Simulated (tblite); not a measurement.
Compound: C4H10F2OSi.
SMILES with atom numbers: `[CH3:1][O:2][CH2:3][CH2:4][Si@H:5]([F:6])[CH2:7][F:8]` (hydrogens: H9, H10, H11 on C1; H12, H13 on C3; H14, H15 on C4; H16 on Si5; H17, H18 on C7)

Computed with GFN2-xTB (tblite), gas phase: L-BFGS steps from a force-field or distance-geometry start until the largest atomic force falls under 0.01 eV/Å.

Step 82: E = -788.2063 eV
```
atom  x, y, z in Å  |  force x, y, z in eV/Å
C1     -1.1579    1.5165   -1.5163   -0.005  -0.005   0.017
O2     -0.8771    0.4886   -0.6051    0.016  -0.015   0.020
C3     -0.7618    0.9381    0.7280    0.021  -0.026   0.012
C4     -0.3394   -0.2583    1.5690    0.000  -0.021   0.010
Si5     1.2385   -1.0598    0.8694    0.003   0.023   0.004
F6      2.3693    0.1014    0.8916   -0.002  -0.011   0.010
C7      1.0955   -1.6213   -0.9531    0.006  -0.003  -0.008
F8      1.8768   -2.7393   -1.1869    0.016  -0.017   0.015
H9     -1.2225    1.0545   -2.4990   -0.018   0.011  -0.011
H10    -2.1085    2.0036   -1.2711   -0.034   0.036  -0.046
H11    -0.3649    2.2734   -1.5169    0.017   0.021  -0.009
H12    -1.7234    1.3552    1.0721    0.044  -0.012  -0.008
H13    -0.0022    1.7323    0.7860   -0.023   0.007   0.035
H14    -0.1752    0.0638    2.5964   -0.004   0.013  -0.026
H15    -1.1576   -0.9760    1.5817    0.002  -0.015   0.017
H16     1.7687   -2.1225    1.7115   -0.012   0.030   0.000
H17     0.0785   -1.8933   -1.2358   -0.008  -0.002  -0.024
H18     1.4544   -0.8506   -1.6397   -0.020  -0.014  -0.009
```

Step 83: E = -788.2069 eV
```
atom  x, y, z in Å  |  force x, y, z in eV/Å
C1     -1.1518    1.5230   -1.5130   -0.014   0.002   0.002
O2     -0.8703    0.4918   -0.6058    0.009   0.011   0.023
C3     -0.7642    0.9353    0.7303    0.019  -0.020   0.014
C4     -0.3419   -0.2642    1.5663   -0.005  -0.027   0.016
Si5     1.2423   -1.0519    0.8672    0.013   0.026  -0.024
F6      2.3575    0.1242    0.8678    0.006  -0.001   0.014
C7      1.0924   -1.6298   -0.9497    0.002  -0.015  -0.032
F8      1.8555   -2.7627   -1.1736    0.013  -0.012   0.022
H9     -1.2110    1.0661   -2.4981   -0.017   0.001  -0.017
H10    -2.1062    2.0051   -1.2709   -0.023   0.030  -0.038
H11    -0.3624    2.2838   -1.5093    0.016   0.015   0.006
H12    -1.7293    1.3472    1.0725    0.058  -0.015  -0.020
H13    -0.0067    1.7309    0.7966   -0.033   0.010   0.033
H14    -0.1862    0.0513    2.5970   -0.002   0.015  -0.021
H15    -1.1570   -0.9853    1.5674   -0.004  -0.023   0.024
H16     1.7966   -2.0977    1.7136   -0.014   0.019   0.009
H17     0.0711   -1.8879   -1.2307   -0.007  -0.007  -0.019
H18     1.4629   -0.8728   -1.6459   -0.018  -0.009   0.007
```

Step 84: E = -788.2075 eV
```
atom  x, y, z in Å  |  force x, y, z in eV/Å
C1     -1.1464    1.5308   -1.5092   -0.017   0.012  -0.016
O2     -0.8626    0.4959   -0.6064    0.000   0.036   0.014
C3     -0.7654    0.9322    0.7328    0.012  -0.009   0.009
C4     -0.3450   -0.2713    1.5631   -0.006  -0.028   0.014
Si5     1.2462   -1.0434    0.8643    0.025   0.021  -0.046
F6      2.3437    0.1487    0.8425    0.012   0.007   0.018
C7      1.0897   -1.6399   -0.9462   -0.003  -0.029  -0.047
F8      1.8348   -2.7877   -1.1576    0.002   0.002   0.027
H9     -1.2011    1.0793   -2.4973   -0.012  -0.007  -0.012
H10    -2.1048    2.0080   -1.2702   -0.001   0.017  -0.024
H11    -0.3604    2.2956   -1.5017    0.005   0.002   0.019
H12    -1.7332    1.3395    1.0723    0.054  -0.014  -0.023
H13    -0.0102    1.7292    0.8086   -0.034   0.011   0.030
H14    -0.1985    0.0368    2.5969    0.000   0.016  -0.010
H15    -1.1572   -0.9954    1.5513   -0.007  -0.029   0.030
H16     1.8258   -2.0705    1.7159   -0.017   0.013   0.014
H17     0.0641   -1.8842   -1.2254    0.002  -0.013  -0.016
H18     1.4717   -0.8973   -1.6519   -0.015  -0.010   0.019
```

Q: Estimate the geometry and energy of step 85. (The exact step hangs on the optimiser's Hessian estimate; all steps are aligned on step 84, rigid shifts and turns removed.)

A: E = -788.2080 eV, largest force 0.059 eV/Å
```
atom  x, y, z in Å  |  force x, y, z in eV/Å
C1     -1.1451    1.5395   -1.5060   -0.015   0.017  -0.027
O2     -0.8567    0.5019   -0.6071   -0.008   0.045  -0.012
C3     -0.7638    0.9303    0.7346    0.003   0.000   0.004
C4     -0.3478   -0.2785    1.5591   -0.006  -0.021   0.005
Si5     1.2496   -1.0368    0.8615    0.007   0.007  -0.058
F6      2.3322    0.1666    0.8231    0.036   0.036   0.017
C7      1.0896   -1.6503   -0.9430   -0.013  -0.020  -0.029
F8      1.8235   -2.8067   -1.1406    0.014  -0.022   0.017
H9     -1.1997    1.0919   -2.4959   -0.004  -0.016  -0.011
H10    -2.1057    2.0138   -1.2684    0.015   0.006  -0.003
H11    -0.3612    2.3071   -1.4981   -0.003  -0.006   0.028
H12    -1.7318    1.3356    1.0726    0.025  -0.004  -0.014
H13    -0.0097    1.7269    0.8185   -0.021   0.015   0.028
H14    -0.2105    0.0227    2.5957    0.003   0.014   0.002
H15    -1.1584   -1.0039    1.5343   -0.008  -0.031   0.035
H16     1.8469   -2.0473    1.7190   -0.010  -0.005   0.025
H17     0.0622   -1.8865   -1.2206   -0.017  -0.026  -0.017
H18     1.4777   -0.9199   -1.6568    0.002   0.011   0.011
```

The energy changes by -0.0006 eV. The first-order estimate −F·Δx gives -0.0009 eV and the mean of the old and new forces, exact on a quadratic surface, -0.0006 eV. The step makes an angle of 85° with the force vector and moves no atom by more than 0.032 Å.

What follows is the cost of the whole relaxation. The run took 1.5 s on one thread, Arm Neoverse N1 (aarch64) (shared host).
